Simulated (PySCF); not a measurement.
C₃H₁₂OSi₂, SMILES CC[SiH2]C[SiH2]O.

The structure is a stationary point at B3LYP-D3(BJ)/def2-SVP. This is a generated structure with no PubChem entry under its InChIKey; it may be hypothetical. The values are those of a single conformer.

These are PySCF 2.14.0 with TDA-PBE/def2-SVPD values and carry that method's errors.

Vertical excitations. Gas-phase values at a fixed geometry.

| state | energy (eV) | λ (nm) | f | main pairs |
|---|---|---|---|---|
| S1 | 6.16 | 201 | 0.023 | HOMO→LUMO 96 % |
| S2 | 6.33 | 196 | 0.015 | HOMO−1→LUMO 96 % |
| S3 | 6.72 | 185 | 0.001 | HOMO→LUMO+1 93 % |
| S4 | 6.85 | 181 | 0.000 | HOMO−2→LUMO 77 %, HOMO→LUMO+2 20 % |
| S5 | 6.89 | 180 | 0.007 | HOMO→LUMO+2 53 %, HOMO−1→LUMO+1 19 %, HOMO−2→LUMO 13 %, HOMO−3→LUMO 11 % |
| S6 | 6.93 | 179 | 0.011 | HOMO−1→LUMO+1 80 %, HOMO→LUMO+2 15 % |
| T1 | 5.92 | 209 | 0 | HOMO→LUMO 99 % |
| T2 | 6.23 | 199 | 0 | HOMO−1→LUMO 99 % |
Triplets are in the Tamm–Dancoff approximation.
